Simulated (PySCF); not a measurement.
## Nuclear quadrupole coupling in Di-tert-butylphosphine oxide

Species: Di-tert-butylphosphine oxide, C₈H₁₉OP.
Geometry (PBE0-D3(BJ)/def2-SVP, Å), atoms numbered from 1 in this order:
```
atom  x, y, z in Å
C1    -1.9034    0.3852   -1.1574
C2    -1.6538   -0.2789    0.1919
C3    -2.6741    0.2180    1.2249
C4    -1.7410   -1.8034    0.0990
P5    -0.0173    0.1664    0.9528
O6     0.2096   -0.6157    2.2161
C7     1.4589    0.1031   -0.1769
C8     1.5932   -1.2931   -0.7839
C9     1.4169    1.1799   -1.2579
C10    2.6397    0.3645    0.7680
H11   -2.9480    0.2125   -1.4650
H12   -1.7503    1.4756   -1.1173
H13   -1.2576   -0.0265   -1.9473
H14   -2.6819    1.3174    1.2952
H15   -2.4483   -0.1897    2.2214
H16   -3.6862   -0.1084    0.9338
H17   -2.7757   -2.1018   -0.1358
H18   -1.0886   -2.2111   -0.6865
H19   -1.4543   -2.2608    1.0573
H20   -0.1616    1.5852    1.1158
H21    0.8112   -1.4970   -1.5304
H22    2.5672   -1.3846   -1.2922
H23    1.5433   -2.0684   -0.0043
H24    2.3806    1.1977   -1.7932
H25    1.2629    2.1829   -0.8282
H26    0.6304    1.0027   -2.0036
H27    2.6464   -0.3598    1.5941
H28    3.5849    0.2844    0.2065
H29    2.5926    1.3750    1.2057
```

Field gradients from the PBE0/pcSseg-1 density (PySCF, non-relativistic), principal values in atomic units, ordered |Vxx| ≤ |Vyy| ≤ |Vzz|:

| atom | Vxx | Vyy | Vzz |
| --- | --- | --- | --- |
| O6 | -0.4203 | -0.5853 | 1.0056 |

Find the asymmetry η = (Vxx − Vyy)/Vzz and the couplings χ = eQV/h (234.96 MHz × Q in barn × V in au), with Q(17O) = −0.0256 b.

```json
{"atom": "O6", "environment": "phosphoryl oxygen", "nucleus": "17O", "η": "0.16", "χzz (MHz)": "-6.05", "χxx (MHz)": "2.53", "χyy (MHz)": "3.52"}
```

What is Vzz at O6 in SI units (1 au = 9.71736 × 10²¹ V/m²)?

1.0056 au = 9.771 × 10²¹ V/m².

Were the hydrogens deuterons (Q(2H) = 0.00286 b), χzz would run from 102 kHz (H20) to 199 kHz (H26 and H18).

Geometry: PBE0-D3(BJ)/def2-SVP; no solvent, vibrations or thermal averaging. The small basis limits the accuracy of the gradients.

The run behind these numbers computed NMR shieldings as well. On one thread of an Arm Neoverse V1, shared host with 64 logical CPUs at a one-minute load of 48, this took 79 s and 1.4 GiB of memory at its peak.
